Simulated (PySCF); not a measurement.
# ²⁹Si chemical shifts

Level of theory: shielding tensors at PBE0/pcSseg-1 (GIAO), coordinates at the GFN2-xTB level, in PySCF 2.14.0 with density-fitted response routines (non-relativistic Hamiltonian, isolated molecule, one conformer, averaged over atoms made equivalent by symmetry, fast rotation or ring inversion).

Shieldings were converted by a linear fit to measured shifts: ²⁹Si (scatter 8.9 ppm rms, 25.8 ppm with the 6 outliers that the fit left out vs TMS, solution or neat liquid). A few per cent of atoms miss by over 2 rms, more outside the fitted compound classes.

Task: Give the ²⁹Si shifts of `C=C/C=C/N([SiH3])[SiH2]F`, `C1[SiH2]C[SiH2][SiH2][SiH2]1`, `O=CO[C@@H]1[SiH2]O[SiH2]C1=O`, `N#CC([SiH3])([SiH3])CCF`, `N[Si@@H]1N[SiH2]CO[C@@H]1OC=O`.

Result: 
```
                                                              compound                                                     environment  δ (ppm)
             [CH2:1]=[CH:2]/[CH:3]=[CH:4]/[N:5]([SiH3:6])[SiH2:7][F:8]                                Si7: silicon bonded to F, N, 2 H    -21.7
             [CH2:1]=[CH:2]/[CH:3]=[CH:4]/[N:5]([SiH3:6])[SiH2:7][F:8]                                   Si6: silicon bonded to N, 3 H    -63.9
                      [CH2:1]1[SiH2:2][CH2:3][SiH2:4][SiH2:5][SiH2:6]1           Si2: silicon bonded to 2 C, 2 H, in a 6-membered ring    -41.0
                      [CH2:1]1[SiH2:2][CH2:3][SiH2:4][SiH2:5][SiH2:6]1  Si4/6: silicon bonded to C, Si, 2 H, in a 6-membered ring (×2)    -68.5
                      [CH2:1]1[SiH2:2][CH2:3][SiH2:4][SiH2:5][SiH2:6]1          Si5: silicon bonded to 2 Si, 2 H, in a 6-membered ring   -118.2
           [O:1]=[CH:2][O:3][C@@H:4]1[SiH2:5][O:6][SiH2:7][C:8]1=[O:9]          Si7: silicon bonded to C, O, 2 H, in a 5-membered ring    -46.3
           [O:1]=[CH:2][O:3][C@@H:4]1[SiH2:5][O:6][SiH2:7][C:8]1=[O:9]          Si5: silicon bonded to C, O, 2 H, in a 5-membered ring    -55.0
                                               N#CC([SiH3])([SiH3])CCF                                   silicon bonded to C, 3 H (×2)    -50.6
[NH2:1][Si@@H:2]1[NH:3][SiH2:4][CH2:5][O:6][C@@H:7]1[O:8][CH:9]=[O:10]          Si4: silicon bonded to C, N, 2 H, in a 6-membered ring    -41.5
[NH2:1][Si@@H:2]1[NH:3][SiH2:4][CH2:5][O:6][C@@H:7]1[O:8][CH:9]=[O:10]          Si2: silicon bonded to C, 2 N, H, in a 6-membered ring    -48.7
```
